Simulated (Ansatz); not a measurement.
`CN[SiH2][GaH2]` + `N=CCN` → `C/N=C\CN` + `N[SiH2][GaH2]`  (substitution at a C–N bond)

Isolated molecules relaxed with PBE0-D4/def2-TZVP in Ansatz; ΔE leaves out vibrations. CCSD(T)/CBS is the MP2 limit (def2-TZVPP, def2-QZVPP) plus CCSD(T) − MP2 in def2-TZVPP, frozen cores. Functionals use def2-TZVPP. B3LYP here is the variant with VWN-RPA as its local correlation; programs differ in this. For Ga outer-core shells are correlated without core-valence functions, which leaves a few kJ/mol of doubt a bond. Scalar relativity is left out up to krypton. One conformer a species, not always the lowest.

`CN[SiH2][GaH2]`:

Z-matrix (Å, degrees):
```
C
N 1 1.448
H 1 1.094 2 110.9
H 1 1.099 2 113.7 3 -122.0
H 1 1.093 2 109.4 3 117.9
Si 2 1.723 1 123.1 3 -156.8
H 2 1.007 1 113.6 3 51.0
Ga 6 2.409 2 109.0 1 177.6
H 6 1.493 2 107.8 1 55.8
H 6 1.504 2 114.4 1 -59.9
H 8 1.578 6 120.7 2 15.7
H 8 1.574 6 122.1 2 -164.9
```

`N=CCN`:

Cartesian coordinates in Å:
```
N 0.656 -1.433 -0.271
C 0.759 -0.201 -0.530
C -0.207 0.803 0.031
N -1.253 0.294 0.882
H 1.390 -1.968 -0.732
H 1.547 0.217 -1.172
H 0.374 1.559 0.575
H -0.651 1.348 -0.812
H -0.835 -0.212 1.655
H -1.781 -0.407 0.373
```

`C/N=C\CN`:

Cartesian coordinates in Å:
```
C 1.861 -0.907 -0.080
N 1.084 -0.539 1.075
C -0.011 0.072 0.939
C -0.710 0.500 -0.327
N -2.042 0.985 -0.010
H 1.401 -0.700 -1.054
H 2.818 -0.378 -0.036
H 2.095 -1.973 -0.022
H -0.544 0.348 1.854
H -0.690 -0.324 -1.057
H -0.143 1.324 -0.777
H -2.626 0.228 0.326
H -2.492 1.364 -0.832
```

`N[SiH2][GaH2]`:

```xyz
9

N     1.144   -0.566    1.068
Si    0.257   -0.620   -0.413
Ga   -1.418    1.114   -0.400
H     1.384    0.327    1.467
H     1.864   -1.246    1.255
H    -0.359   -1.973   -0.525
H     1.084   -0.467   -1.657
H    -1.322    2.328    0.604
H    -2.634    1.103   -1.399
```

```
             level  ΔE (kcal/mol)  difference from CCSD(T)/CBS
            PBE-D4            0.1                          0.2
         r2SCAN-D4           -0.1                          0.0
           PBE0-D4            0.3                          0.4
           ωB97M-V            0.5                          0.6
            B2PLYP            0.1                          0.2
               PBE           -0.1                          0.0
             B3LYP            0.0                          0.1
     HF/def2-TZVPP            1.1                          1.2
    MP2/def2-TZVPP            0.1                          0.2
   CCSD/def2-TZVPP            0.5                          0.6
CCSD(T)/def2-TZVPP            0.4                          0.5
     HF/def2-QZVPP            1.0                          1.1
    MP2/def2-QZVPP           -0.2                         -0.1
SCS-MP2/def2-QZVPP            0.0                          0.1
      HF/CBS(def2)            1.0                          1.1
     MP2/CBS(def2)           -0.4                         -0.3
       CCSD(T)/CBS           -0.1                            0
```

Largest T1 diagnostic among the species: 0.012.
